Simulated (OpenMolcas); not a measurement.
## Ta3+: moving or changing the point charges

Ta3+ among 6 point charges of -1.7 e arranged as a trigonal antiprism (D3d), 2.17 Å from the ion, with a polar angle of 52.0° against the regular 54.74°.
```
   0.0000    1.7100    1.3360  -1.70
  -1.4809   -0.8550    1.3360  -1.70
   1.4809   -0.8550    1.3360  -1.70
   0.0000   -1.7100   -1.3360  -1.70
   1.4809    0.8550   -1.3360  -1.70
  -1.4809    0.8550   -1.3360  -1.70
```

```yaml
Program: OpenMolcas
Method: "SS-CASPT2, IPEA 0.25 Eh, imaginary shift 0.1 Eh (closed shells correlated: 4f 5s 5p)"
Basis: ANO-RCC-VDZP [7s6p4d2f1g]
Scalar_Hamiltonian: DKH2, point nucleus
Active_space: 2 electrons in 5 orbitals (5d)
State_averaging: 2S+1 = 3 even, 10 roots; 2S+1 = 1 even, 15 roots
Spin-orbit_coupling: RASSI with atomic mean-field integrals over the reference wave functions
```

Runs around this geometry, states (labels of D3, the rotations of D3d). Energies in cm-1 above the lowest state or level, χT in cm3 K/mol.

| R (Å) | q (e) | Ground state | First state of that spin | First gap with spin-orbit (degeneracies) | χT at 300 K | First state of another spin |
| --- | --- | --- | --- | --- | --- | --- |
| 2.17 | -0.85 | 3A2 | 3E 220 | 620 (2, 1) | 0.088 | 1A1 6210 |
| 2.08 | -1.7 | 3A2 | 3E 810 | 70 (1, 2) | 0.136 | 1A1 5410 |
| 2.17 | -1.7 | 3A2 | 3E 880 | 44 (2, 1) | 0.108 | 1A1 6140 |
| 2.3 | -1.7 | 3A2 | 3E 730 | 240 (2, 1) | 0.082 | 1A1 6280 |

Roots that are degenerate in the reference are averaged as groups; the widest CASPT2 spread within a group is 69 cm-1 (the 2-fold group of multiplicity 3 near 221 cm-1 above the lowest state of its run, R = 2.17, q = -0.85). Shifts and gaps below about the spread of the groups concerned are not significant. Free-ion shares, where given, are those of the reference states; single-state CASPT2 does not remix them. Spin-orbit coupling mixes the spin-free states strongly: the lowest level takes only 55 % from its leading state, 3E, which lies 221 cm-1 above the lowest spin-free state (figures for R = 2.17, q = -0.85; the like holds for R = 2.17, q = -1.7, R = 2.3, q = -1.7). Point charges carry no covalency, so the field is a model and not that of real ligands. No measured value stands beside these numbers.
